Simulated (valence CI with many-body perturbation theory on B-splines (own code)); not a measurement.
**Ge26+: calculated level list**

Method: configuration interaction combined with many-body perturbation theory (CI+MBPT): four valence electrons over a frozen Dirac-Fock core [He], a basis of 11 s, 11 p, 10 d, 8 f, 5 g, 2 h functions for each j, with the one-electron correlation potential Σ1 (screened to all orders), the two-electron term Σ2, the three-electron term Σ3, Breit, model QED; selected single and double excitations, second order for the rest, scaled by the run's own slope (own B-spline code, finite nucleus).

No measured spectrum was set against this ion. As an estimate, large intervals hold to a few tenths of a per cent, small ones and those within an open d or f shell to about a per cent. Among the levels kept, up to 1100 cm⁻¹ of a level comes from second order outside the variational space, and about a tenth of that is noise between levels of different J, which matters for small intervals.

Levels 46 to 90 of 203, with energies above the lowest level, (2s^2 2p1/2^2) J=0. "Leading %" is the weight of the configuration and term that name the level; weights of strongly mixed levels are sums over their largest components and can fall short, so below about 35 % the name and the second component can differ from the true leading terms, or belong to a minority configuration. In the jj column 3d3/2^4 stands for four electrons in 3d with j = 3/2.

```
No.  Configuration  Term  J  E (× 10³ cm⁻¹)  Leading %                   Leading jj    Second component
 46      2s2 2p 3d   1D°  2           13295         50      2s^2 2p3/2 3d3/2 (66 %)  24 % 2s2 2p 3d 3D°
 47      2s2 2p 3d   3F°  4           13296         97      2s^2 2p3/2 3d5/2 (97 %)                    
 48      2s2 2p 3d   3D°  3           13324         58      2s^2 2p3/2 3d3/2 (60 %)  31 % 2s2 2p 3d 3F°
 49      2s 2p2 3p   5D°  2           13341         30      2s 2p1/2^2 3p3/2 (41 %)  21 % 2s 2p2 3p 5P°
 50      2s2 2p 3d   3P°  1           13344         69      2s^2 2p3/2 3d3/2 (91 %)  26 % 2s2 2p 3d 3D°
 51      2s2 2p 3d   3P°  0           13348         96      2s^2 2p3/2 3d3/2 (96 %)                    
 52      2s2 2p 3d   3P°  2           13353         35      2s^2 2p3/2 3d5/2 (44 %)  22 % 2s 2p2 3p 5D°
 53      2s 2p2 3s    3P  2           13371         70     2s 2p1/2 2p3/2 3s (78 %)   12 % 2s 2p2 3s 3D
 54      2s 2p2 3p   5D°  1           13377         29      2s 2p1/2^2 3p3/2 (49 %)  24 % 2s 2p2 3p 3S°
 55      2s 2p2 3p   5P°  1           13413         42  2s 2p1/2 2p3/2 3p1/2 (72 %)  24 % 2s 2p2 3p 3D°
 56      2s2 2p 3d   1F°  3           13416         74      2s^2 2p3/2 3d5/2 (62 %)  19 % 2s2 2p 3d 3D°
 57      2s2 2p 3d   1P°  1           13430         69      2s^2 2p3/2 3d5/2 (84 %)  10 % 2s2 2p 3d 3P°
 58      2s 2p2 3p   5D°  2           13449         35  2s 2p1/2 2p3/2 3p1/2 (78 %)  25 % 2s 2p2 3p 5P°
 59      2s 2p2 3p   5D°  3           13487         83  2s 2p1/2 2p3/2 3p3/2 (82 %)  14 % 2s 2p2 3p 5P°
 60      2s 2p2 3p   5P°  1           13520         36  2s 2p1/2 2p3/2 3p3/2 (91 %)  28 % 2s 2p2 3p 3D°
 61      2s 2p2 3p   5P°  3           13529         48  2s 2p1/2 2p3/2 3p1/2 (62 %)  38 % 2s 2p2 3p 3D°
 62      2s 2p2 3s    3D  1           13540         86     2s 2p1/2 2p3/2 3s (87 %)    7 % 2s 2p2 3s 1P
 63      2s 2p2 3s    3D  2           13560         62     2s 2p1/2 2p3/2 3s (83 %)   20 % 2s 2p2 3s 1D
 64      2s 2p2 3d    5F  1           13562         74      2s 2p1/2^2 3d3/2 (72 %)   12 % 2s 2p2 3d 3D
 65      2s 2p2 3p   3D°  2           13562         63  2s 2p1/2 2p3/2 3p3/2 (86 %)  16 % 2s 2p2 3p 5P°
 66      2s 2p2 3d    5F  2           13575         54      2s 2p1/2^2 3d3/2 (55 %)   22 % 2s 2p2 3d 5D
 67      2s 2p2 3p   5D°  4           13588         83  2s 2p1/2 2p3/2 3p3/2 (73 %)  16 % 2s 2p2 3p 3F°
 68      2s 2p2 3p   3P°  0           13604         86  2s 2p1/2 2p3/2 3p3/2 (91 %)  11 % 2s 2p2 3p 5D°
 69      2s 2p2 3p   5S°  2           13605         57  2s 2p1/2 2p3/2 3p1/2 (68 %)  19 % 2s 2p2 3p 3P°
 70      2s 2p2 3d    5F  3           13614         36      2s 2p1/2^2 3d5/2 (67 %)   34 % 2s 2p2 3d 5D
 71      2s 2p2 3s    3D  3           13638         81         2s 2p3/2^2 3s (72 %)   16 % 2s 2p2 3s 5P
 72      2s 2p2 3s    3P  1           13647         50     2s 2p1/2 2p3/2 3s (69 %)   23 % 2s 2p2 3s 3S
 73      2s 2p2 3s    3P  0           13650         82     2s 2p1/2 2p3/2 3s (73 %)   15 % 2s 2p2 3s 1S
 74      2s 2p2 3p   3P°  2           13654         67  2s 2p1/2 2p3/2 3p3/2 (83 %)  10 % 2s 2p2 3p 1D°
 75      2s 2p2 3p   3P°  1           13667         53  2s 2p1/2 2p3/2 3p3/2 (68 %)  19 % 2s 2p2 3p 3S°
 76      2s 2p2 3p   3D°  3           13672         50  2s 2p1/2 2p3/2 3p3/2 (59 %)  28 % 2s 2p2 3p 5P°
 77      2s 2p2 3s    1D  2           13704         32         2s 2p3/2^2 3s (33 %)   18 % 2s 2p2 3d 3F
 78      2s 2p2 3s    1D  2           13708         28         2s 2p3/2^2 3s (40 %)   20 % 2s 2p2 3d 3F
 79      2s 2p2 3d    5F  4           13747         65  2s 2p1/2 2p3/2 3d5/2 (91 %)   31 % 2s 2p2 3d 5D
 80      2s 2p2 3d    5D  0           13747         91  2s 2p1/2 2p3/2 3d3/2 (95 %)    6 % 2s 2p2 3d 3P
 81      2s 2p2 3d    5D  1           13747         68  2s 2p1/2 2p3/2 3d3/2 (92 %)   14 % 2s 2p2 3d 5F
 82      2s 2p2 3d    5F  2           13749         33  2s 2p1/2 2p3/2 3d3/2 (84 %)   32 % 2s 2p2 3d 5D
 83      2s 2p2 3d    5F  3           13759         54  2s 2p1/2 2p3/2 3d3/2 (53 %)   29 % 2s 2p2 3d 5P
 84      2s 2p2 3p   3F°  2           13776         60  2s 2p1/2 2p3/2 3p1/2 (90 %)  25 % 2s 2p2 3p 1D°
 85      2s 2p2 3p   3D°  1           13815         61  2s 2p1/2 2p3/2 3p1/2 (82 %)  19 % 2s 2p2 3p 1P°
 86      2s 2p2 3d    3F  2           13827         37  2s 2p1/2 2p3/2 3d5/2 (87 %)   33 % 2s 2p2 3d 3P
 87      2s 2p2 3d    5D  4           13837         46  2s 2p1/2 2p3/2 3d3/2 (44 %)   26 % 2s 2p2 3d 5F
 88      2s 2p2 3d    5F  5           13839         84  2s 2p1/2 2p3/2 3d5/2 (73 %)   16 % 2s 2p2 3d 3G
 89      2s 2p2 3d    3F  3           13854         51  2s 2p1/2 2p3/2 3d5/2 (45 %)   32 % 2s 2p2 3d 5P
 90      2s 2p2 3p   3P°  0           13861         61  2s 2p1/2 2p3/2 3p1/2 (69 %)  34 % 2s 2p2 3p 1S°
```

Where two levels of one J and parity lie close, their mixing, g and order are uncertain.
